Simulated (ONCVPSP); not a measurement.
**Reading a pseudo-wave (Zn (Z = 30))**

Columns: radius, all-electron u(r) and pseudo u(r) of the 3s shell (level -171.08 eV) of zinc in the configuration [Ne] 3s2 3p6 3d9; PBE, scalar-relativistic, ONCV scheme, ONCVPSP 4.0.1.

```csv
r (bohr),all-electron,pseudo
0.057,0.1166,0.1848
0.115,-0.5826,0.3686
0.172,-0.7042,0.5410
0.230,-0.3868,0.7042
0.288,0.0966,0.8512
0.345,0.5552,0.9761
0.402,0.9185,1.0779
0.460,1.1694,1.1550
0.518,1.3083,1.2029
0.575,1.3573,1.2213
0.632,1.3423,1.2126
0.690,1.2823,1.1786
0.747,1.1962,1.1239
0.805,1.0936,1.0505
0.862,0.9871,0.9655
0.920,0.8791,0.8709
0.977,0.7774,0.7752
1.035,0.6808,0.6805
1.092,0.5939,0.5938
1.150,0.5141,0.5140
1.208,0.4430,0.4429
1.265,0.3813,0.3812
1.322,0.3271,0.3270
1.380,0.2790,0.2789
1.438,0.2374,0.2373
1.495,0.2021,0.2020
```

Q: How many radial nodes do the two functions have?

A: The all-electron 3s function has n − l − 1 = 2; the pseudo-wave has 0, since the states of the same l below it are removed with the core.

Q: At about which radius was the pseudo-wave matched?

A: 1.10 bohr. The columns agree to 0.0005 from 1.03 bohr on; several derivatives are matched, so the curves merge somewhat inside the radius.

Q: Is the pseudo-wave norm-conserving?

A: Yes: the ONCV scheme keeps the norm inside the radius equal to the all-electron one, which fixes the energy derivative of the logarithmic derivative at the level.
